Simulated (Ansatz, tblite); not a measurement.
Adding an electron: Ge₂O₂⁺ (the lowest doublet isomer of a short search). The state is a doublet with charge 1. Geometry: PBE-D4/def2-SVP. Ansatz, gas phase; energy differences of separate SCF runs; the reduced species is a singlet (the triplet lies 1.79 eV higher at PBE0-D4/def2-TZVP).

```
atom   x (Å)   y (Å)   z (Å)
 Ge1  -0.365   1.080   1.052
 Ge2   0.365  -1.081  -1.052
  O3  -1.013   0.060  -0.412
  O4   1.013  -0.059   0.412
```

The xTB rows come from tblite. The structure comes from a short search, and lower isomers may exist.

**Question.** Estimate orbital energies and vertical electron affinities at: GFN1-xTB; GFN2-xTB; PBE-D4/def2-TZVP; r2SCAN-D4/def2-TZVP; PBE0-D4/def2-TZVP.

**Answer.** 
```
              level  −HOMO (eV)  −LUMO (eV)  vertical EA (eV)  HOMO–LUMO gap (eV)
           GFN1-xTB           –           –             13.60                   –
           GFN2-xTB           –           –             14.08                   –
   PBE-D4/def2-TZVP       12.55       11.51              8.04                1.04
r2SCAN-D4/def2-TZVP       12.84       11.16              8.07                1.68
  PBE0-D4/def2-TZVP       13.62       10.05              8.09                3.57
```

  HOMO and LUMO are the levels of the spin that leaves or enters (xTB has no such levels and no spin-polarisation term). Other spin states of the ions may lie lower, which would lower the ionisation energy or raise the affinity. Raw xTB energy differences between charge states are shifted by several eV; the methods need an empirical correction for them.
